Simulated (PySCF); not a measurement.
Species: C5H12Si.
Cartesian coordinates in Å at the PBE0-D3(BJ)/def2-SVP level; atoms count from 1:
```
atom  x, y, z in Å
C1    -1.558   -1.243    0.264
C2    -0.852    0.047   -0.151
C3    -1.702    1.272    0.160
C4     0.518    0.146    0.498
C5     1.644   -0.767   -0.008
Si6    1.950    1.050   -0.289
H7    -2.521   -1.360   -0.257
H8    -1.761   -1.242    1.348
H9    -0.941   -2.126    0.040
H10   -0.702    0.008   -1.247
H11   -2.692    1.208   -0.319
H12   -1.865    1.367    1.247
H13   -1.211    2.194   -0.186
H14    0.465    0.217    1.594
H15    2.227   -1.314    0.740
H16    1.404   -1.383   -0.883
H17    1.783    1.585   -1.664
H18    2.935    1.772    0.556
```

Computed with PySCF at PBE0/pcSseg-1 and CAM-B3LYP/def2-SVPD, non-relativistic, on one gas-phase PBE0-D3(BJ)/def2-SVP geometry that isn't relaxed in the solvent. The solvent is an IEF-PCM continuum (van der Waals radii × 1.2). Only the electrostatic response of the medium enters.

Gas phase at PBE0/pcSseg-1: HOMO -6.69 eV, LUMO 0.46 eV, dipole 0.14 D.

Task: What does the continuum do to the energy, the frontier levels and the dipole at PBE0/pcSseg-1 in chloroform and water?

Result: 
```json
{"solvent": "chloroform", "ε": "4.711", "E(solvent) − E(gas) (kcal/mol)": "-0.70", "polarisation term (kcal/mol)": "-0.72", "distortion of the solute (kcal/mol)": "0.02", "HOMO (eV)": "-6.62", "LUMO (eV)": "0.52", "dipole (D)": "0.19"}
{"solvent": "water", "ε": "78.36", "E(solvent) − E(gas) (kcal/mol)": "-1.02", "polarisation term (kcal/mol)": "-1.07", "distortion of the solute (kcal/mol)": "0.05", "HOMO (eV)": "-6.61", "LUMO (eV)": "0.53", "dipole (D)": "0.21"}
```

Polarisation term: ½ Σ q·V over the induced surface charges. Distortion: the rise of the solute's own energy as its density leaves the gas-phase optimum. From chloroform to water the lowering changes by a factor 1.45, Onsager's factor (ε − 1)/(2ε + 1) by 1.38 and ε itself by 16.6.

Gas phase at CAM-B3LYP/def2-SVPD: HOMO -7.95 eV, LUMO 1.15 eV, dipole 0.05 D.

Task: What does the continuum do to the energy, the frontier levels and the dipole at CAM-B3LYP/def2-SVPD in chloroform?

Result: 
```
   solvent      ε  E(solvent) − E(gas) (kcal/mol)  polarisation term (kcal/mol)  distortion of the solute (kcal/mol)  HOMO (eV)  LUMO (eV)  dipole (D)
chloroform  4.711                           -0.68                         -0.71                                 0.03      -7.86       1.24        0.09
```

Task: How does the static polarisability (CAM-B3LYP/def2-SVPD, frozen core, with the continuum's full static response) change?

Result: 
| medium | isotropic (au) | principal values (au) | ⟨r²⟩ of the electrons (bohr²) |
| --- | --- | --- | --- |
| gas | 88.9 | 75.9, 86.1, 104.8 | 903.4 |
| chloroform | 111.5 | 97.5, 107.1, 129.8 | 903.5 |

The isotropic value in chloroform is 1.25 times the gas-phase one; no cavity-field correction is applied. ⟨r²⟩ is taken about the centre of nuclear charge.
